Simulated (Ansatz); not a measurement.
Basis sets compared for Ge(SMe)H3 (CH6GeS). Total charge 0; singlet. Geometry PBE-D4/def2-SVP. Ansatz on 2 threads of AMD EPYC 9R45 on a shared host; times are rough, and most runs start from earlier orbitals.

```xyz
9

Ge   -1.117    0.082   -1.064
S     0.792   -0.963   -0.543
C     1.166   -0.130    1.049
H     1.313    0.961    0.916
H     2.112   -0.571    1.417
H     0.375   -0.310    1.803
H    -2.201   -0.190    0.018
H    -1.556   -0.495   -2.431
H    -0.882    1.616   -1.164
```

The 6-31G sets use Cartesian d functions. B3LYP takes the VWN-RPA correlation.

Binding counts from free atoms (Ge triplet, S triplet, C triplet, H doublet) in the same basis, without a counterpoise term.

| level | functions | energy (Eh) | HOMO (eV) | LUMO (eV) | binding per atom (eV) | wall time |
| --- | --- | --- | --- | --- | --- | --- |
| HF/6-31G | 63 | -2513.8407 | -9.62 | 2.79 | 2.16 | 0.3 s |
| HF/def2-TZVP | 152 | -2514.2957 | -9.59 | 3.20 | 2.36 | 0.6 s |
| PBE-D4/def2-SVP | 94 | -2515.9508 | -5.43 | -0.58 | 3.22 | 0.45 s |
| PBE-D4/def2-TZVP | 152 | -2516.4001 | -5.57 | -0.89 | 3.22 | 0.75 s |
| B3LYP-D4/6-31G | 63 | -2516.5800 | -6.45 | -0.28 | 3.08 | 0.55 s |
| B3LYP-D4/def2-TZVP | 152 | -2517.0276 | -6.55 | -0.26 | 3.20 | 1.1 s |
| PBE0-D4/def2-SVP | 94 | -2516.0526 | -6.69 | 0.30 | 3.20 | 0.7 s |
| PBE0-D4/def2-TZVP (with forces) | 152 | -2516.4976 | -6.78 | 0.00 | 3.20 | 1.4 s |

(1) Estimate the rows for PBE0-D4/def2-QZVPP.

Results:

(1) 
| level | functions | energy (Eh) | HOMO (eV) | LUMO (eV) | binding per atom (eV) | wall time |
| --- | --- | --- | --- | --- | --- | --- |
| PBE0-D4/def2-QZVPP | 396 | -2516.5589 | -6.80 | -0.20 | 3.20 | 4.5 s |
